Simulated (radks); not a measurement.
The numbers below are computed, except where a source is named.
Q: The mean radii <r> (bohr) of the occupied orbitals of an atom or ion are listed with their occupations. Level of theory: Dirac Kohn-Sham, LB94 model potential, spin-unpolarised, spherical densities, finite nucleus; Fermi nuclear charge, rms radius of each element as measured or else 0.836 A^(1/3) + 0.57 fm (a radial shooting solver on a logarithmic mesh with Libxc functionals).

orbital  occ.      <r>
1s1/2       2  0.01578
2s1/2       2  0.06568
2p1/2       2  0.05375
2p3/2       4  0.06281
3s1/2       2   0.1704
3p1/2       2   0.1608
3p3/2       4   0.1770
3d3/2       4   0.1536
3d5/2       6   0.1585
4s1/2       2   0.3659
4p1/2       2   0.3643
4p3/2       4   0.3944
4d3/2       4   0.3895
4d5/2       6   0.3983
4f5/2       6   0.3784
4f7/2       1   0.3823

Name the element and its charge. Open shells, if any, fill j = l - 1/2 first.

A: Z = 83, bismuth, charge +30: Bi30+ in [Kr] 4d10 4f7. The 1s radius gives Z: for a bare nucleus <r> = (2 gamma + 1)/(2Z) with gamma = sqrt(1 - (Z/c)^2), 0.01561 bohr for Z = 83, and screening makes it slightly larger (0.01578 here). The occupations add up to 53, and the charge is Z minus that.
